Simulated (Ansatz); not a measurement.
`C[SiH](O)Cl` → CH₃OH + `[SiH]Cl` at 400 K and 1 bar (silylene formation by 1,1-elimination).

Computed with Ansatz on PBE0-D4/def2-TZVP structures; ΔE is electronic, products minus reactants. CCSD(T)/CBS adds triple-zeta CCSD(T) − MP2 to the extrapolated MP2 energy (def2 sets, frozen cores). This one scheme is used for every species. Each species was taken in one conformer, which may not be the lowest.

| species | CCSD(T)/CBS energy (Eh) | H − E (kJ/mol) | S (J/(mol·K)) |
| --- | --- | --- | --- |
| `C[SiH](O)Cl` | -865.21254 | 191.2 | 358.3 |
| CH₃OH | -115.61712 | 151.2 | 252.6 |
| `[SiH]Cl` | -749.43948 | 35.1 | 263.9 |

H − E and S are ideal-gas, rigid-rotor, harmonic terms from PBE0-D4/def2-TZVP, for one conformer and one mirror image of each species. 1 Eh = 2625.50 kJ/mol, R = 8.31446 J/(mol·K).

By hand: ΔE, ΔH, ΔS and ΔG.

ΔE = (-115.61712) + (-749.43948) − (-865.21254) = 0.15594 Eh = 409.4 kJ/mol. Δ(H − E) = 151.2 + 35.1 − 191.2 = -4.9, so ΔH = 404.5 kJ/mol. ΔS = 252.6 + 263.9 − 358.3 = 158.2 J/(mol·K). ΔG = 404.5 − 400 × (158.2)/1000 = 341.2 kJ/mol.

By hand: the equilibrium constant, and the temperature at which ΔG would vanish if ΔH and ΔS stayed fixed.

log₁₀ K = −ΔG/(RT ln 10) = -44.6. ΔG = 0 at ΔH/ΔS = 2557 K, far beyond where these terms or the molecules hold.

The number of gas molecules changes by +1, which sets the sign of ΔS. A doubt of 5 kJ/mol in ΔE shifts log₁₀ K by 0.7 here. Other conformers and mirror images would add mixing entropy, several J/(mol·K) or more a flexible species. These are equilibria of isolated gas molecules and say nothing of rates. Largest T1 diagnostic: 0.013 (customary marks: 0.02 for closed shells, 0.045 for open ones).
